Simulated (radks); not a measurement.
As2+, configuration [Ar] 3d10 4s2 4p1. Method: scalar-relativistic Kohn-Sham, LDA (Slater exchange, Perdew-Wang correlation), spin-polarised, spherical densities, finite nucleus; open shells are filled with parallel spins first; Fermi nuclear charge, rms radius 4.0968 fm; computed with a radial shooting solver on a logarithmic mesh with Libxc functionals. Some entries of the table are withheld. Estimate them.

orbital  occ.  eigenvalue (eV)  <1/r> (bohr^-1)
1s up       1        -11720.39            33.42
1s down     1        -11720.33            33.42
2s up       1        -1505.828            7.356
2s down     1        -1505.794            7.356
2p up       3        -1324.526            7.216
2p down     3        -1324.474            7.216
3s up       1        -210.9389            2.383
3s down     1        -210.8616            2.383
3p up       3        -154.8574            2.232
3p down     3        -154.7663            2.233
3d up       5         -62.2931            1.911
3d down     5         -62.1490            1.914
4s up       1         -34.2001           0.7307
4s down     1         -33.2358           0.7332
4p up       1         -23.3805              (1)
4p down     0         -22.4044              (2)

Answer. 
(1) 4p up <1/r> (bohr^-1): 0.6107
(2) 4p down <1/r> (bohr^-1): 0.6091
